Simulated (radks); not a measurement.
Q: These are the eigenvalues of the occupied orbitals of an atom or ion with whole-number occupations (hartree). Method: Dirac Kohn-Sham, exchange-only B88, spin-unpolarised, spherical densities, finite nucleus; Fermi nuclear charge, rms radius of each element as measured or else 0.836 A^(1/3) + 0.57 fm; computed with a radial shooting solver on a logarithmic mesh with Libxc functionals.

1s1/2: -30.52937
2s1/2: -1.29683
2p1/2: -0.45664
2p3/2: -0.45283

Which element is it, and in what charge state? The configuration may be excited. Open shells, if any, fill j = l - 1/2 first.

A: Z = 10, neon, charge 0: Ne in [Ne]. The list shows which subshells hold electrons but not how many an open one holds; the 1s level, -30.529 hartree, gives Z - s = 7.8 by -(Z - s)^2/2, which with screening and relativity narrows Z to a few neighbours, and the depths of the outer levels then fix element, charge and occupations together.
